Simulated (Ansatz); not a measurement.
Ansatz (an electronic-structure program) input (CCSD(T)/cc-pwCVTZ):
A basis named .json is the Basis Set Exchange file of that set.

Ansatz 0.2 input:
```yaml
crystal:
  periodic: [false, false, false]
  atoms:
    - {symbol: N, position_ang: [1.29917717, -0.55153433, 0.96765365]}
    - {symbol: Si, position_ang: [0.03590705, 0.06654471, 0.01698519]}
    - {symbol: N, position_ang: [-0.74806570, -1.08793913, -1.02995613]}
    - {symbol: N, position_ang: [-1.15792707, 0.64933317, 1.09120776]}
    - {symbol: O, position_ang: [0.63241273, 0.99715409, -1.17593071]}
    - {symbol: H, position_ang: [1.16305471, -1.03308698, 1.83957827]}
    - {symbol: H, position_ang: [2.25088378, -0.56466157, 0.64423289]}
    - {symbol: H, position_ang: [-0.16179599, -1.66835363, -1.61330322]}
    - {symbol: H, position_ang: [-1.59435490, -0.83809835, -1.52290664]}
    - {symbol: H, position_ang: [-0.88286840, 1.25843488, 1.84561915]}
    - {symbol: H, position_ang: [-2.08921052, 0.86788921, 0.77409559]}
basis:
  gaussian:
    orbitals: cc-pwCVTZ.json
magnetization: {spin_polarized: true, initial_magnetization: 1}
correlation: {method: ccsd_t, electrons: outside_noble_gas}
```

End of the output:

```
cycle   7  -27.28508734 eV  change   -8.0e-4 eV  update   9.2e-4
cycle   8  -27.28556916 eV  change   -4.8e-4 eV  update   7.2e-4
cycle   9  -27.28492242 eV  change    6.5e-4 eV  update   5.5e-4
cycle  10  -27.28484122 eV  change    8.1e-5 eV  update   3.3e-4
cycle  11  -27.28512062 eV  change   -2.8e-4 eV  update   2.4e-4
cycle  12  -27.28507516 eV  change    4.5e-5 eV  update   2.1e-4
cycle  13  -27.28521967 eV  change   -1.4e-4 eV  update   1.9e-4
cycle  14  -27.28518663 eV  change    3.3e-5 eV  update   1.5e-4
cycle  15  -27.28514690 eV  change    4.0e-5 eV  update   8.8e-5
cycle  16  -27.28519703 eV  change   -5.0e-5 eV  update   4.4e-5
cycle  17  -27.28519915 eV  change   -2.1e-6 eV  update   2.3e-5
cycle  18  -27.28518314 eV  change    1.6e-5 eV  update   1.3e-5
cycle  19  -27.28517345 eV  change    9.7e-6 eV  update   7.6e-6
perturbative correction -1.05663039 eV, -0.0388304505 hartree
Total energy: -14473.85645576 eV, -531.9044140167 hartree
```

It need not be the lowest isomer of its formula.
